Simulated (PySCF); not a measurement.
CHO₂, SMILES O=C=[OH+], charge +1.

Geometry optimised at PBE0-D3(BJ)/def2-TZVP. The isomer is the one that the SMILES or the coordinates give; other isomers of the formula were not compared.

Calculation: PySCF with PBE/def2-TZVPD.

Symmetry labels are those of the subgroup Cs that the program uses (full group Cs).

Computed valence orbital energies around the gap with their symmetry:
| orbital | symmetry | energy (eV) |
|---|---|---|
| HOMO−7 | A' | -38.43 |
| HOMO−6 | A' | -37.33 |
| HOMO−5 | A' | -26.31 |
| HOMO−4 | A' | -21.62 |
| HOMO−3 | A" | -21.25 |
| HOMO−2 | A' | -20.92 |
| HOMO−1 | A' | -18.65 |
| HOMO | A" | -17.88 |
| LUMO | A' | -9.72 |
| LUMO+1 | A" | -8.78 |
| LUMO+2 | A' | -8.32 |
| LUMO+3 | A' | -5.42 |
